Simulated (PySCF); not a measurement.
SMILES C[NH], doublet, PBE0/def2-SVP optimised geometry.

```
6

C      0.65     0.02     0.00
N     -0.78     0.02     0.00
H      1.07     0.55    -0.88
H      1.05    -1.01     0.00
H      1.07     0.55     0.88
H     -1.07     1.01     0.00
```

Density from unrestricted PBE0/def2-TZVP (PySCF 2.14.0) at that geometry.

Minimum of the electron density along straight lines between bonded atoms, close to the bond critical point (lines longer than 1.1 times the sum of covalent radii, or with two minima, are not listed):

| bond | length / Å | ρ at the minimum / e bohr⁻³ | ∇²ρ there / e bohr⁻⁵ | position (fraction from the first atom) |
|---|---|---|---|---|
| C1–N2 | 1.427 | 0.292 | -0.82 | 0.41 |
| C1–H3 | 1.110 | 0.265 | -0.88 | 0.64 |
| C1–H4 | 1.101 | 0.277 | -0.95 | 0.64 |
| C1–H5 | 1.110 | 0.265 | -0.88 | 0.64 |
| N2–H6 | 1.031 | 0.330 | -1.51 | 0.73 |
